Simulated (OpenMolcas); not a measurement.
## As³⁺: effect of the level shift or regulariser

| Quantity | Value |
| --- | --- |
| Program | OpenMolcas 26.06 |
| Basis | ANO-RCC [9s8p6d4f2g] |
| Scalar Hamiltonian | DKH2, point nucleus |
| Active space | 2 electrons in 8 orbitals (4s 4p 5s 5p) |
| State averaging | 2S+1 = 3 even, 3 roots; 2S+1 = 1 even, 7 roots; 2S+1 = 3 odd, 3 roots; 2S+1 = 1 odd, 3 roots |
| Spin-orbit coupling | state interaction with AMFI integrals over the reference wave functions, term energies averaged over their components |

Methods on the same reference wave functions:
A. CASSCF
B. MS-CASPT2, IPEA 0.25 Eh, imaginary shift 0.1 Eh (closed shells correlated: 3d)
C. MS-CASPT2, IPEA 0.25 Eh, imaginary shift 0.3 Eh (closed shells correlated: 3d)

Energies in cm-1 above 4s2 1S0, the measured ground level; measured values from Moore, Atomic Energy Levels, vol. II, NSRDS-NBS 35 (1971 reprint of NBS Circular 467, 1952).

| Level | A | B | C | Measured |
| --- | --- | --- | --- | --- |
| 4s2 1S0 | 0.0 | 0.0 | 0.0 | 0.0 |
| 4s 4p 3P* 0 | 73486 | 74250 | 74250 |  |
| 4s 4p 3P* 1 | 74514 | 75270 | 75270 | 76962 |
| 4s 4p 3P* 2 | 76692 | 77460 | 77460 | 79492 |
| 4s 4p 1P* 1 | 120889 | 112030 | 112040 | 112022 |

Deviations, from unrounded energies. A percentage is the sum of absolute deviations over the sum of measured energies, with the sign that they share, or ± where signs differ.

```json
{"Against measurement": "mean absolute deviation (cm-1)", "Levels": "3", "A": "4700", "B": "1200", "C": "1200"}
{"Against measurement": "other configurations (%)", "Levels": "3", "A": "±5.3", "B": "±1.4", "C": "±1.4"}
```

B, C lie about equally close to measurement and A furthest from it. The largest miss of B in the table is 4s 4p 3P* 2, by -2000 cm-1. The ranking rests on the paired levels alone, and a cruder setting can come out closer through cancelling errors.

Between B and C the level of the table that moves most is 4s 4p 1P* 1, by 12 cm-1 (lowest in B, highest in C). Moves below CASPT2's spread within the term are not significant.

The lowest spin-free term lies below A's lowest term by 0.232 hartree in B, 0.232 hartree in C.

Over all roots computed the reference weight is 0.90 to 0.98 in B; the roots of lowest weight are the least certain, and an intruder state may touch them. Active for correlation alone: 5p 5s; no level in the range computed is led by a configuration that fills them, so any true level of that kind is missing. Measured partners are found by configuration, term and J. A level has none where our copy of the source lacks it or the pairing is in doubt (some pairs that miss far off the trend of their configuration count as doubtful), and it then counts in no deviation. Levels of configurations outside the active space are missing. Levels that lie high or do not pair safely by name in every column are left out.

* marks odd parity.
